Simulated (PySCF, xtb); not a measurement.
C6H5Cl, SMILES Clc1ccccc1.

GFN2-xTB (xtb) at its own geometry gives an orbital gap of 4.35 eV and a dipole moment of 1.82 D.

The structure is a stationary point at PBE0-D3(BJ)/def2-SVP.

Q: What does PySCF with CAM-B3LYP/def2-TZVP give? (The exact figures need the calculation; the answer reports its results.)

A: gap 8.83 eV (levels -8.33 and 0.50 eV), dipole 1.70 D.
